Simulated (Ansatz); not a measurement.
C3H7NSi can be A, `C[SiH](C)C#N`, or B, `CC([SiH3])=C=N`.

Computed with Ansatz on PBE0-D4/def2-TZVP structures; ΔE is electronic, products minus reactants. CCSD(T)/CBS is the MP2 limit (def2-TZVPP, def2-QZVPP) plus CCSD(T) − MP2 in def2-TZVPP, frozen cores. Functionals use def2-TZVPP. B3LYP here is the variant with VWN-RPA as its local correlation; programs differ in this. One conformer a species, not always the lowest.

A:

```xyz
12

C    -1.5973   -0.3327   -0.3298
Si    0.2497   -0.4582   -0.1452
C     1.1313    1.1650   -0.3676
C     0.6006   -1.0553    1.5830
N     0.8076   -1.4075    2.6604
H    -2.0749   -1.2978   -0.1498
H    -1.8555   -0.0072   -1.3407
H    -2.0100    0.3898    0.3779
H     0.8108   -1.5028   -1.0383
H     0.7585    1.9095    0.3394
H     0.9738    1.5454   -1.3800
H     2.2055    1.0517   -0.2092
```

B:

```xyz
12

C     0.7674    1.3965    0.2249
C     0.0576    0.0653    0.1689
Si   -0.0998   -0.8685   -1.4263
C    -0.4750   -0.4855    1.2279
N    -0.8683   -1.0739    2.2208
H     0.2780    2.1294   -0.4228
H     0.7866    1.8000    1.2383
H     1.8014    1.2974   -0.1174
H    -0.8183   -0.0442   -2.4377
H    -0.8449   -2.1312   -1.1947
H     1.2490   -1.1737   -1.9783
H    -1.8337   -0.9115    2.4964
```

(1) Which isomer does CCSD(T)/CBS put lower? Give the gap. (Best estimate.)

(2) Give E(B) − E(A) in kJ/mol with LDA (SPW92), B2PLYP, B3LYP, MP2/def2-TZVPP, CCSD(T)/def2-TZVPP, r2SCAN-D4, ωB97M-V. (Estimate.)

(3) Does the order hold for the free energy at 298.15 K (harmonic terms from PBE0-D4)? (Estimate.)

Largest T1 diagnostic: 0.014.

## Answers

(1) Ansatz gave: A, by 198.5 kJ/mol.

(2) The calculation gave: LDA (SPW92) 136.2, B2PLYP 189.3, B3LYP 174.0, MP2/def2-TZVPP 207.1, CCSD(T)/def2-TZVPP 199.7, r2SCAN-D4 170.6, ωB97M-V 190.7. None reverses the order clearly.

(3) The calculation gave: Yes: G(B) − G(A) = +193.0 kJ/mol, for one conformer each.

From PBE to PBE0 (25 % exact exchange), in def2-TZVPP and without D4, E(B) − E(A) moves by +10.6 kJ/mol. Leaving LDA and LC-ωPBE aside and taking each functional with its dispersion term where it has one, the values, not all of them listed here, spread over 33.7 kJ/mol, from PBE-D4 to ωB97M-V. LDA lies −21.9 kJ/mol from PBE without D4.
